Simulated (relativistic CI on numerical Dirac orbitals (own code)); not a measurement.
## Slater and spin-orbit integrals, Mg

These numbers are calculated, not measured: Dirac-Coulomb-Breit CI, KLI orbitals optimised for each configuration, a model potential for QED, valence Slater integrals scaled by 0.85, P86 correlation energy added to each configuration (own radial code, finite nucleus).

Slater integrals F^k, G^k are unscaled and averaged over j, outside the closed core [Ne]; ζ comes from projecting the Hamiltonian with its Breit term on Σ l·s of the shell.

- 3s 3p: G^1(3s,3p) = 31793, ζ(3p) = 31.322 cm⁻¹; <r>(3s) = 3.11, <r^2>(3s) = 11.33, <r>(3p) = 4.34, <r^2>(3p) = 22.36 (bohr units).
- 3s 4s: G^0(3s,4s) = 1448 cm⁻¹; <r>(3s) = 2.901, <r^2>(3s) = 9.8, <r>(4s) = 9.084, <r^2>(4s) = 92.72 (bohr units).
- 3s 3d: G^2(3s,3d) = 3138.3, ζ(3d) = -0.10214 cm⁻¹; <r>(3s) = 2.9, <r^2>(3s) = 9.795, <r>(3d) = 9.806, <r^2>(3d) = 112.2 (bohr units).

In this model ζ of a weakly bound d, f or g electron outside closed shells comes out too small, for d by up to a factor of two or three and at times with the wrong sign; that of an outer p electron is too small as well.

Correlation outside the listed configurations is missing or only estimated: errors of thousands of cm⁻¹ between configurations and terms are usual at this charge. Rates and lifetimes follow the computed energies and can be off by large factors. The fine structure of a lone outer electron comes out too small, for d and f at times inverted, and misplaced configurations move strength between like terms. 45 of the 45 excited levels that our extract of the measured tables holds in this range could be paired (the sources list more); they are missed by 897 cm⁻¹ on average and 2151 at most, and levels without a partner can miss by more.

Averages of the first 10 configurations, taken without configuration mixing, which lowers the lowest level and can move excited configurations by several eV; other configurations of the list can lie among them:

```
Configuration  Parity  States  Average energy above the lowest level (eV)
          3s2    even       1                                         0.5
        3s 3p     odd      12                                         3.1
        3s 4s    even       4                                         5.2
        3s 3d    even      20                                         6.0
        3s 4p     odd      12                                         6.0
        3s 5s    even       4                                         6.5
        3s 4d    even      20                                         6.8
        3s 5p     odd      12                                         6.8
        3s 4f     odd      28                                         7.0
        3s 6s    even       4                                         7.0
```
